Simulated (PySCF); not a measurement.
A structure optimised at PBE-D3(BJ)/def2-SVP, used in a PySCF frequency run:

```xyz
7

C      2.1193     0.0472     0.0000
Si     0.2874     0.0121     0.0000
Cl    -0.4446     0.9537     1.6872
Cl    -0.4446     0.9537    -1.6872
Cl    -0.4128    -1.9377     0.0000
H      2.6976     0.0315     0.9385
H      2.6976     0.0315    -0.9385
```
Charge 0, spin multiplicity 2.

Problem. Write its SMILES, formula and point group.

Solution. [CH2][Si](Cl)(Cl)Cl, CH2Cl3Si, Cs

Problem. What are its rotational constants (standard atomic weights)?

Solution. 1.7531, 1.7175, 1.2596 GHz
